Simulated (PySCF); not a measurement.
**[C4H7FO3S]+: g tensor and hyperfine couplings**

Compound: C₄H₇FO₃S (charge +1 and doublet state).
Structure used (GFN2-xTB), in Å, numbered top down from 1:
```xyz
16
C4H7FO3S angstrom
C      3.0872    0.2856   -0.6184
O      2.0326   -0.4370    0.0077
C      0.8253    0.0073    0.0109
F      0.5948    1.0993   -0.7024
C     -0.1893   -0.5547    0.7187
S     -1.8009    0.2207    0.8112
C     -2.4699   -0.3598   -0.8194
O     -1.7025    1.6351    0.7323
O     -2.5638   -0.4292    1.8162
H      3.1328    1.3181   -0.2586
H      2.9484    0.3097   -1.7041
H      4.0021   -0.2465   -0.3644
H     -0.0806   -1.5024    1.2171
H     -3.5026   -0.0181   -0.8125
H     -1.9044    0.1226   -1.6083
H     -2.4169   -1.4417   -0.8469
```

The hyperfine couplings belong to this conformer and change with its torsions.

Identity: `CO[C+](F)[CH]S(C)(=O)=O` [radical] (charge +1).

Level of theory: UKS B3LYP, pcH-1 on C F H O S, non-relativistic, mean-field spin-orbit, GIAO (PySCF 2.14.0). The structure is a single GFN2-xTB conformer in the gas phase; no vibrational or solvent corrections. GFN2-xTB frequencies show an imaginary mode (47i cm⁻¹), so this geometry is no minimum at that level. A GFN2-xTB geometry isn't a minimum of the functional, and hyperfine couplings can be far from their values at a DFT geometry, by a factor of two or more for some ions and for spin on atoms past the first row. The SCF solution wasn't tested for stability.

```
g1, g2, g3      : 2.00220, 2.00420, 2.00753
g_iso           : 2.00464
Form of g       : rhombic: the two nearest values differ by 38 % of g3 − g1
⟨S²⟩            : 0.7564 (exact 0.7500)
Basis functions : 305
```

Hyperfine couplings atom by atom, in G; T1 to T3 are the principal values of the dipolar part; ρ(0) is the spin density at the nucleus (MHz turned into gauss with g_iso; 10 G = 1 mT):

```tsv
atom	isotope	a_iso	of which spin–orbit	T1	T2	T3	Mulliken spin population	ρ(0) (bohr⁻³)
C1	13C	-2.6	0.0	-0.8	0.0	0.8	-0.01	-0.0065
O2	17O	-8.4	0.0	-24.1	11.8	12.3	0.19	0.0385
C3	13C	-10.4	0.0	-2.4	-0.6	3.1	0.02	-0.0261
F4	19F	5.3	0.3	-20.3	-18.5	38.8	0.02	0.0033
C5	13C	20.7	0.0	-19.2	-18.7	37.9	0.64	0.0516
S6	33S	-5.0	0.0	-0.9	0.1	0.8	-0.01	-0.0406
C7	13C	11.4	0.0	-3.7	-3.7	7.4	0.09	0.0285
O8	17O	0.2	-0.1	-3.2	1.2	2.0	0.02	-0.0011
O9	17O	0.0	-0.1	-3.8	1.7	2.2	0.02	-0.0001
H10	1H	13.9	0.0	-1.1	-0.4	1.4	0.02	0.0087
H11	1H	17.4	0.0	-1.0	-0.3	1.4	0.02	0.0109
H12	1H	-0.2	0.0	-0.7	-0.7	1.4	0.00	-0.0001
H13	1H	-14.7	0.0	-8.3	-1.4	9.7	-0.02	-0.0092
H14	1H	16.7	0.0	-1.9	-0.8	2.8	0.02	0.0105
H15	1H	-2.3	0.0	-2.1	0.1	2.1	0.00	-0.0015
H16	1H	-2.4	0.0	-2.2	-0.2	2.4	0.00	-0.0015
```

The largest Mulliken spin populations are on C5 (+0.64), O2 (+0.19) and C7 (+0.09). The angles at C5 add up to 360.0°, so it is planar; its axial dipolar tensor and the negative coupling of its proton fit spin in a p orbital normal to that plane.

Axes: g3 points within 7° of the C1–O2 bond.

Under fast tumbling the dipolar parts average out, and these isotropic splittings remain: 1 × 1H (H13, I = 1/2, 2 lines) with 1.47 mT, 3 × 1H (H10/H11/H12, I = 1/2, 4 lines) with 1.04 mT, 1 × 19F (F4, I = 1/2, 2 lines) with 0.53 mT and 3 × 1H (H14/H15/H16, I = 1/2, 4 lines) with 0.40 mT.

Nuclei that the bonding pattern makes equivalent are averaged, as if the motion that swaps them (rotation, inversion, ring flip) were fast. The three 1H nuclei of mean +11.2 MHz run from -6.8 to 46.8 MHz in the frozen geometry. The three 1H nuclei of mean +29.1 MHz run from -0.5 to 48.7 MHz in the frozen geometry.

The 33S coupling of S6 (-13.9 MHz) shows only in satellite lines or after enrichment, since that isotope makes up about 0.76 % of natural sulfur.

The 17O coupling of O2 (-23.5 MHz) shows only in satellite lines or after enrichment, since that isotope makes up about 0.038 % of natural oxygen.

Examples of negative spin density at the nucleus (bohr⁻³): S6 (-0.0406), C3 (-0.0261) and H13 (-0.0092).
